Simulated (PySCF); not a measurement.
## Worked example: entropy of an ideal gas

ClFH3NOSi, SMILES N[Si@@](O)(F)Cl.

Geometry: PBE0-D3(BJ)/def2-SVP. The structure was generated by enumeration; whether it is a known compound was not checked. The values are those of a single conformer.

PBE0-D3(BJ)/def2-SVP run with PySCF gives the harmonic wavenumbers 164, 196, 226, 277, 318, 331, 385, 440, 559, 795, 811, 874, 955, 1006, 1539, 3617, 3717, 3921 cm⁻¹ and the rotational temperatures 0.1853, 0.1137, 0.1113 K. The molar mass is 115.56 g/mol, the symmetry number 1, the spin multiplicity 1.

Work out the entropy at 298.15 K and 1 atm in the rigid-rotor, harmonic-oscillator model.


Translation (Sackur–Tetrode at 1 atm): S = R[1.5 ln M + 2.5 ln T − 1.16487] = 168.0 J/(mol K).
Rotation: q = (√π/σ) T^1.5/√(θA θB θC) = 188000, S = R[ln q + 3/2] = 113.5 J/(mol K).
Vibration: with u = 1.4388 ν/T, each mode gives R[u/(e^u − 1) − ln(1 − e^−u)]:
```tsv
ν (cm⁻¹)	modes	u	S (J/(mol K))
164	1	0.79	10.47
196	1	0.95	9.08
226	1	1.09	7.99
277	1	1.34	6.49
318	1	1.53	5.52
331	1	1.60	5.25
385	1	1.86	4.27
440	1	2.12	3.46
559	1	2.70	2.20
795	1	3.84	0.88
811	1	3.91	0.83
874	1	4.22	0.65
955	1	4.61	0.47
1006	1	4.85	0.38
1539	1	7.43	0.04
```
The stiffer modes add less than 0.005 each. Sum 58.0 J/(mol K).
Spin: R ln 1 = 0.0 J/(mol K).
Total 339.4 J/(mol K); the program's own thermochemistry gives 339.4. Translation makes up 49 % and vibration 17 %. Anharmonicity, hindered rotation and orbital degeneracy are left out.
